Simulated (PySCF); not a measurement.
This PySCF input asks for the NMR shieldings of SMILES C([C@H](C#C)CC#N)Cl, C6H6ClN; the geometry comes from GFN2-xTB.

```python
import basis_set_exchange as bse
import numpy as np
from pyscf import gto, dft
from pyscf.prop import nmr

atoms = """
C    -2.581464   -0.057207   -0.923183
C    -1.400362   -0.001143   -0.744024
C     0.028617    0.060159   -0.490874
C     0.407624    1.396765    0.149560
Cl   -0.447054    1.631038    1.701738
C     0.448525   -1.127166    0.401063
C     1.880135   -1.177577    0.542037
N     3.019604   -1.195722    0.630889
H    -3.615976   -0.099749   -1.090370
H     0.560474   -0.007618   -1.449544
H     0.124407    2.228586   -0.495378
H     1.476631    1.432514    0.362317
H     0.102856   -2.065321   -0.041617
H    -0.004695   -1.018032    1.390373
"""
names = dict.fromkeys(["C", "Cl", "N", "H"], "pcSseg-1")
basis = {el: gto.basis.parse(bse.get_basis(n, elements=[el], fmt="nwchem")) for el, n in names.items()}
mol = gto.M(atom=atoms, basis=basis, charge=0, verbose=0)
mf = dft.RKS(mol, xc="PBE0")
mf.grids.level = 2
mf.grids.alignment = dft.numint.BLKSIZE   # the property module wants whole blocks of grid points
mf.conv_tol = 1e-9
mf.kernel()

calc = nmr.RKS(mf)   # GIAO
C = mf.mo_coeff
Co = C[:, mf.mo_occ > 0]
resp = mf.gen_response(singlet=True, hermi=2)
def vind(x):   # induced exchange potential for any number of trial vectors
    d = np.einsum("pi,xij,qj->xpq", C, 2 * x.reshape(-1, C.shape[1], Co.shape[1]), Co, optimize=True)
    return np.einsum("xpq,pi,qj->xij", resp(d - d.transpose(0, 2, 1)), C, Co, optimize=True).ravel()
mo1, _ = nmr.rhf.solve_mo1(calc, with_cphf=vind)
sigma = calc.kernel(mo1)
for i, s in enumerate(sigma):   # ppm
    print("%2d %-2s %9.2f" % (i, mol.atom_pure_symbol(i), np.trace(s) / 3))
```

Question: What are the results?

Answer: 
```
 0 C     105.23
 1 C     100.80
 2 C     151.93
 3 C     133.60
 4 Cl    894.52
 5 C     166.41
 6 C      64.84
 7 N     -35.88
 8 H      29.96
 9 H      28.74
10 H      27.83
11 H      27.63
12 H      29.25
13 H      28.54
```

These numbers come from an equivalent density-fitted implementation of the same equations, which agrees with the script to about 0.01 ppm for H and up to a few tenths of a ppm for heavy atoms, so last digits may differ.

Question: Turn these shieldings into chemical shifts. Chemical shifts δ = σref − σ; ¹³C (σ = 186.93 ppm) and ¹H (σ = 31.72 ppm) vs TMS; HCl for ³⁵Cl (σ = 949.78 ppm); ¹⁵N (σ = 267.73 ppm) against NH3, all at this level.

Answer: Averaging equivalent atoms: C 6: 122.1; C 1: 86.1; C 0: 81.7; C 3: 53.3; C 2: 35.0; C 5: 20.5; Cl 4: 55; N 7: 303.6; H 11: 4.09; H 10: 3.89; H 13: 3.18; H 9: 2.98; H 12: 2.46; H 8: 1.76 ppm. Experimental scales use liquid or dissolved standards, which lie at an offset from isolated NH3 (liquid NH3: subtract about 20 ppm). Unscaled 15N shifts of sp2 nitrogen come out 20 to 40 ppm too high even then.

Size and cost of the density-fitted run: 173 basis functions, 47 s wall time on 1 thread of an Intel Xeon, shared host; peak memory 0.78 GiB.
